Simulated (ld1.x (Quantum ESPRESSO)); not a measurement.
## Ca (Z = 20): from the effect back to the setting (TM)

Base potential:

ld1.x (Quantum ESPRESSO) 7.5 input, shortened:

```
&input
   title='Ca', zed=20., rel=1, dft='PBE', iswitch=3,
   config='[Ar] 3d0 4s1 4p1'
 /
 &inputp
   pseudotype=2, tm=.true., lloc=0,
   nlcc=.false.
 /
3
3P  2  1   6.00   0.00  1.45  1.45  0.0
3D  3  2   0.00   0.00  2.50  2.50  0.0
3S  1  0   2.00   0.00  1.30  1.30  0.0
 &test
   configts(1)='3s2 3p6 3d0 4s1 4p1'
 /
```

Occupied shells without a wave of their own: 4p, 4s. They enter only through the test configuration that unscreens the potential.

Cutoffs, loose and tight: the cutoffs (Ry, on a coarse ladder) from which the occupation-weighted sum of valence levels, in a spherical-Bessel basis at the reference potential, stays within 10 and 1 mRy of its value at 400 Ry. They do not see the model core or the augmentation charge, which bear on the density cutoff. Test errors are all-electron minus pseudo excitation energies from the reference, over the configurations 3s2 3p6 3d0 4s2 4p0; 3s2 3p6 3d0 4s1 4p0; 3s2 3p6 3d0 4s0 4p0; 3s2 3p5 3d0 4s2 4p0; 3s2 3p6 3d0 4s0 4p1; 3s2 3p6 3d0 4s0 4p2; 3s2 3p6 3d0 4s1.5 4p0; variants that change the core or the reference have their own tests.

Only the scale of all radii (base = 1) is moved:

| scale of all radii (base = 1) | cutoff, loose | cutoff, tight | bound ghosts | largest test error (meV) |
| --- | --- | --- | --- | --- |
| 0.81 | 100 Ry | 140 Ry | none | +53 |
| 0.9 | 90 Ry | 140 Ry | none | +74 |
| 1.03 | 70 Ry | 90 Ry | none | +176 |
| 1.15 | 50 Ry | 80 Ry | none | +324 |
| 1.34 | 30 Ry | 60 Ry | none | -750 |

**Question.** One more run gave cutoff, loose: 35 Ry; cutoff, tight: 70 Ry; bound ghosts: none; largest test error (meV): -575. Which value of the scale of all radii (base = 1) was used?

**Answer.** 1.28. The loose cutoff moves one way along this sweep, from 100 Ry at 0.81 to 30 Ry at 1.34, which places the run between 1.15 and 1.34.
